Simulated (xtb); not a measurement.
C6H12BO2 (SMILES CC1(C)O[B]OC1(C)C), doublet, from a rough starting geometry; GFN2-xTB (xtb).

Here is a job for xtb.
```
$ xtb mol.xyz --gfn 2 --uhf 1 --opt vtight --json

# file mol.xyz
21

C      1.58645862     1.22796233    -0.17279548
C      0.77689522    -0.03911322     0.30305794
C      1.29278747    -1.28936792    -0.55681295
O      1.13763832    -0.30858724     1.67966071
B      0.11467159    -0.01151477     2.42106564
O     -1.02972568     0.32264777     1.77437917
C     -0.80854452     0.15661078     0.31414093
C     -1.48269670    -1.19908484    -0.01524124
C     -1.36456341     1.23202786    -0.46485551
H      2.58508121     1.06653841    -0.05046266
H      1.25114644     2.00753846     0.49872977
H      1.23343594     1.44112134    -1.14443300
H      0.96368483    -2.21011531    -0.14818959
H      2.35543625    -1.22121570    -0.58431015
H      0.98057928    -1.13273377    -1.59580607
H     -2.53199424    -1.04258610     0.18692562
H     -1.35378224    -1.45779154    -1.03977551
H     -1.16979043    -2.05306762     0.65424864
H     -0.93556523     2.20168722    -0.19731462
H     -1.19801392     1.03706772    -1.55567409
H     -2.38263369     1.24873307    -0.24075248
```

What the program printed (banner, timings and long lists left out):

```
   ID    Z sym.   atoms
    1    6 C      1-3, 7-9
    2    8 O      4, 6
    3    5 B      5
    4    1 H      10-21

           -------------------------------------------------
          |                Calculation Setup                |
           -------------------------------------------------

           -------------------------------------------------
          |                 G F N 2 - x T B                 |
           -------------------------------------------------

          ...................................................
          :                      SETUP                      :
          :.................................................:
          :  # basis functions                  48          :
          :  # atomic orbitals                  48          :
          :  # shells                           30          :
          :  # electrons                        51          :
          :  max. iterations                   250          :
          :  Hamiltonian                  GFN2-xTB          :
          :  restarted?                      false          :
          :  GBSA solvation                  false          :
          :  PC potential                    false          :
          :  electronic temp.          300.0000000     K    :
          :  accuracy                    1.0000000          :
          :  -> integral cutoff          0.2500000E+02      :
          :  -> integral neglect         0.1000000E-07      :
          :  -> SCF convergence          0.1000000E-05 Eh   :
          :  -> wf. convergence          0.1000000E-03 e    :
          :  Broyden damping             0.4000000          :
          :  net charge                          0          :
          :  unpaired electrons                  1          :
          ...................................................

 iter      E             dE          RMSdq      gap      omega  full diag
   1    -28.5636502 -0.285637E+02  0.491E+00    3.43       0.0  T
   2    -28.6581620 -0.945118E-01  0.278E+00    3.83       1.0  T
   3    -28.6613830 -0.322107E-02  0.947E-01    4.13       1.0  T
   4    -28.6623896 -0.100654E-02  0.215E-01    4.36       1.0  T
   5    -28.6630384 -0.648859E-03  0.119E-01    4.33       1.0  T
   6    -28.6630440 -0.559638E-05  0.311E-02    4.32       1.0  T
   7    -28.6630567 -0.126753E-04  0.959E-03    4.31       2.3  T
   8    -28.6630572 -0.532240E-06  0.407E-03    4.31       5.4  T
[...]
 * total energy  :   -28.3475848 Eh     change       -0.2643533E-03 Eh
 * total energy  :   -28.3476678 Eh     change       -0.8299252E-04 Eh
 * total energy  :   -28.3476913 Eh     change       -0.2348293E-04 Eh
 * total energy  :   -28.3477168 Eh     change       -0.2548603E-04 Eh
 * total energy  :   -28.3477258 Eh     change       -0.8971941E-05 Eh
 * total energy  :   -28.3477316 Eh     change       -0.5830650E-05 Eh
 * total energy  :   -28.3477336 Eh     change       -0.1966060E-05 Eh
 * total energy  :   -28.3477329 Eh     change        0.6443695E-06 Eh
 * total energy  :   -28.3477342 Eh     change       -0.1270116E-05 Eh
 * total energy  :   -28.3477345 Eh     change       -0.3069932E-06 Eh
 * total energy  :   -28.3477348 Eh     change       -0.2653923E-06 Eh
 * total energy  :   -28.3477348 Eh     change       -0.7198833E-07 Eh
   *** GEOMETRY OPTIMIZATION CONVERGED AFTER 15 ITERATIONS ***
         :: total energy             -28.347734850468 Eh    ::
[...]
     1   6 C    3.995 --     2 C    0.995    11 H    0.983    12 H    0.983
                            10 H    0.982
     2   6 C    3.943 --     3 C    0.998     1 C    0.995     7 C    0.943
                             4 O    0.916
     3   6 C    3.994 --     2 C    0.998    14 H    0.982    15 H    0.982
                            13 H    0.982
     4   8 O    2.240 --     5 B    1.200     2 C    0.916
     5   5 B    2.542 --     4 O    1.200     6 O    1.200
     6   8 O    2.240 --     5 B    1.200     7 C    0.916
     7   6 C    3.943 --     9 C    0.998     8 C    0.995     2 C    0.943
                             6 O    0.916
     8   6 C    3.995 --     7 C    0.995    18 H    0.983    17 H    0.983
                            16 H    0.982
     9   6 C    3.994 --     7 C    0.998    21 H    0.982    20 H    0.982
                            19 H    0.982
    10   1 H    0.997 --     1 C    0.982
    11   1 H    0.998 --     1 C    0.983
    12   1 H    0.998 --     1 C    0.983
    13   1 H    0.997 --     3 C    0.982
    14   1 H    0.997 --     3 C    0.982
    15   1 H    0.998 --     3 C    0.982
    16   1 H    0.997 --     8 C    0.982
    17   1 H    0.998 --     8 C    0.983
    18   1 H    0.998 --     8 C    0.983
    19   1 H    0.997 --     9 C    0.982
    20   1 H    0.998 --     9 C    0.982
    21   1 H    0.997 --     9 C    0.982
 ---------------------------------------------------------------------------

Topologies differ in total number of bonds
Writing topology from bond orders to xtbtopo.mol

molecular dipole:
                 x           y           z       tot (Debye)
 q only:       -0.032      -0.006      -0.690
   full:       -0.046      -0.009      -0.983       2.501
molecular quadrupole (traceless):
                xx          xy          yy          xz          yz          zz
 q only:       -1.320       1.193       1.443       0.044      -0.068      -0.123
  q+dip:        0.194       1.512       3.237      -0.188      -0.129      -3.432
   full:       -0.666       1.790       3.555      -0.124      -0.140      -2.889

optimized geometry written to: xtbopt.xyz

           -------------------------------------------------
          | TOTAL ENERGY              -28.347734850468 Eh   |
          | GRADIENT NORM               0.000069094161 Eh/α |
          | HOMO-LUMO GAP               4.166982408574 eV   |
           -------------------------------------------------
```
